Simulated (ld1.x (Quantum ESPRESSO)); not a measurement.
## cobalt (Co), RRKJ: configuration errors across variants

* Element: cobalt (Co)
* Generator: ld1.x (Quantum ESPRESSO) 7.5
* Type: norm-conserving RRKJ (Kleinman–Bylander form)
* Functional: PBEsol
* Relativity: scalar-relativistic
* Frozen core: [Ar]
* Valence charge: 9
* Reference configuration: 3d6 4s0 4p0 (charge +3)
* Partial waves: 4p (bound, empty): rc 1.60 bohr; 3d (bound): rc 1.50 bohr; 4s (bound, empty): rc 1.70 bohr
* Local potential: the s channel
* Core correction: Bessel-smoothed model core inside 0.80 bohr

All-electron excitation energies from the reference (eV): (1) 3d7 4s2 4p0 -61.579; (2) 3d7 4s1 4p0 -52.534; (3) 3d7 4s0 4p0 -35.837; (4) 3d7 4s0 4p2 -52.563; (5) 3d8 4s0 4p0 -55.157; (6) 3d7 4s1.5 4p0 -57.967; (7) 3d7.5 4s1.5 4p0 -62.544.

4 further variants failed, have other tests or too few solved ones, and are left out.

A true bound ghost makes a file unfit for plane-wave use even where its test errors are small: the radial tests pick states by their node count and pass the ghost by.

Errors AE − PS in meV (a dash: test not solved or not reliable):

| change | (1) | (2) | (3) | (4) | (5) | (6) | (7) | bound ghosts |
| --- | --- | --- | --- | --- | --- | --- | --- | --- |
| base | -307 | -376 | -430 | -473 | -1316 | -341 | -659 | p |
| wave 4p (bound): rc 1.60 bohr becomes 4p (bound): rc 1.68 bohr | -307 | -376 | -430 | -404 | -1316 | -341 | -659 | p |
| wave 4p (bound): rc 1.60 bohr becomes 4p (bound): rc 1.80 bohr | -307 | -376 | -430 | -364 | -1316 | -341 | -659 | p |
| wave 4p (bound): rc 1.60 bohr becomes 4p (bound): rc 1.98 bohr | -307 | -376 | -430 | -322 | -1316 | -341 | -659 | none |
| wave 4p (bound): rc 1.60 bohr becomes 4p (bound): rc 2.22 bohr | -307 | -376 | -430 | -8758 | -1316 | -341 | -659 | none |
| wave 4p (bound): rc 1.60 bohr becomes 4p (bound): rc 2.44 bohr | -307 | -376 | -430 | -287 | -1316 | -341 | -659 | none |

Question: Give the same row for: wave 4p (bound): rc 1.60 bohr becomes 4p (bound): rc 2.08 bohr.

Answer: -307, -376, -430, -310, -1316, -341, -659; bound ghosts: none.
